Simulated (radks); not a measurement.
Question: All-electron atom: Ta3+ in [Kr] 4d10 4f14 5s1 5p6 5d2 5f1 (not the ground configuration). Method: Dirac Kohn-Sham, PBEsol, spin-unpolarised, spherical densities, point nucleus; open shells fill j = l - 1/2 first; computed with a radial shooting solver on a logarithmic mesh with Libxc functionals. Some entries of the table are withheld. Estimate them.

orbital,occ.,eigenvalue (eV),r(max) (bohr),<r> (bohr)
1s1/2,2,-67294.69,0.01167,0.01866
2s1/2,2,-11587.12,0.06706,0.07835
2p1/2,2,-11075.55,0.04993,0.06488
2p3/2,4,-9805.899,0.05666,0.07272
3s1/2,2,-2683.996,0.1889,0.2044
3p1/2,2,-2456.750,0.1770,0.1943
3p3/2,4,-2183.433,0.1909,0.2089
3d3/2,4,-1799.839,(1),0.1830
3d5/2,6,-1740.289,(2),0.1874
4s1/2,2,-578.0568,0.4294,0.4588
4p1/2,2,-484.4325,0.4295,0.4646
4p3/2,4,-421.4485,0.4589,0.4977
4d3/2,4,-267.6318,0.4565,0.5165
4d5/2,6,-256.0592,0.4658,0.5279
5s1/2,1,-110.3657,0.9838,(3)
5p1/2,2,-82.5509,1.055,1.187
5p3/2,4,-73.1207,1.135,1.279
4f5/2,6,-64.6179,0.4384,0.6252
4f7/2,8,-62.6124,0.4435,0.6349
5d3/2,2,-36.1493,1.417,1.693
5d5/2,0,-35.1553,1.451,1.732
6s1/2,0,-30.8876,2.346,2.567
6p1/2,0,-24.1676,2.694,2.965
6p3/2,0,-22.6315,2.886,3.153
5f5/2,1,(4),3.529,(5)
5f7/2,0,(6),3.547,(7)

Answer: 
(1) 3d3/2 r(max) (bohr): 0.1496
(2) 3d5/2 r(max) (bohr): 0.1535
(3) 5s1/2 <r> (bohr): 1.085
(4) 5f5/2 eigenvalue (eV): -12.0253
(5) 5f5/2 <r> (bohr): 3.977
(6) 5f7/2 eigenvalue (eV): -11.9958
(7) 5f7/2 <r> (bohr): 3.994
